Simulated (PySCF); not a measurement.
**Electronic absorption of C7H6O2**

C₇H₆O₂.
SMILES with atom numbers: `[O:1]=[C:2]([OH:3])[c:4]1[cH:5][cH:6][cH:7][cH:8][cH:9]1` (hydrogens: H10 on O3; H11 on C5; H12 on C6; H13 on C7; H14 on C8; H15 on C9)

Structure used (GFN2-xTB), in Å, numbered top down from 1:
```xyz
15
C7H6O2 angstrom
O      2.6014   -1.4133    0.0590
C      2.0541   -0.3417   -0.0276
O      2.7508    0.8002   -0.1558
C      0.5896   -0.1398   -0.0054
C     -0.2314   -1.2581    0.1270
C     -1.6042   -1.1078    0.1524
C     -2.1638    0.1561    0.0460
C     -1.3502    1.2705   -0.0863
C      0.0245    1.1287   -0.1125
H      3.7000    0.6019   -0.1636
H      0.2292   -2.2312    0.2082
H     -2.2407   -1.9738    0.2551
H     -3.2373    0.2732    0.0657
H     -1.7916    2.2526   -0.1687
H      0.6652    1.9905   -0.2153
```

Theory: TDDFT B3LYP/def2-SVPD, vertical, gas phase, core orbitals frozen in the response in PySCF 2.14.0, density-fitted response routines.

```csv
state,E (eV),λ (nm),f,|μ| (D),symmetry,"main configurations (H = HOMO, L = LUMO)"
S1,4.85,255.8,0.0000,0.02,–,H-2→L (97%)
S2,4.97,249.6,0.019,1.00,A′,"H→L (67%), H-1→L+1 (15%), H-1→L (14%)"
S3,5.48,226.4,0.232,3.35,A′,"H-1→L (72%), H→L (17%), H→L+1 (8%)"
S4,6.38,194.2,0.0001,0.05,–,H-2→L+1 (99%)
S5,6.50,190.7,0.141,2.40,A′,"H-1→L+1 (55%), H→L+1 (12%), H→L (12%)"
S6,6.74,184.0,0.450,4.20,A′,"H→L+1 (52%), H-3→L (23%), H-2→L+2 (8%)"
S7,6.84,181.3,0.166,2.53,A′,"H-3→L (51%), H→L+1 (16%), H-1→L+1 (12%)"
S8,6.84,181.2,0.0038,0.38,A′,H-4→L (97%)
```

Triplets, Tamm–Dancoff:

| state | E (eV) | λ (nm) | main configurations (H = HOMO, L = LUMO) |
| --- | --- | --- | --- |
| T1 | 3.85 | 321.7 | H-1→L (62%), H→L (24%), H→L+1 (9%) |
| T2 | 4.22 | 294.0 | H→L (71%), H-1→L (25%) |
| T3 | 4.48 | 276.5 | H-2→L (94%) |

The lowest singlet lies at 4.85 eV (256 nm, ultraviolet) and is dark (f under 0.0005); its leading configuration is HOMO-2→LUMO (97%). The most intense listed level is S6 at 6.74 eV (184 nm, f = 0.450), 1.89 eV above S1. S7/S8 lie within about 0.01 eV of each other. Löwdin shares by element: HOMO carbon 72% or more (atoms not listed hold the other 28%); LUMO carbon 45% or more, oxygen 13% or more (atoms not listed hold the other 42%). Of the 8 states listed, 5 reach f = 0.01 and 2 stay under 0.0005. The oscillator strengths of these states sum to 1.012; summed over the whole spectrum of an exact calculation they would give the number of electrons, 64 (Thomas–Reiche–Kuhn). The listed states span 2.00 eV, and the widest gap between neighbours is 0.91 eV (S3 to S4). Symmetry labels in Cs follow from the direction of the transition dipole and are given only for states with f of 0.002 or more. Only the lowest 8 singlets were computed, as vertical energies without vibronic structure.

One conformer stands for the species.
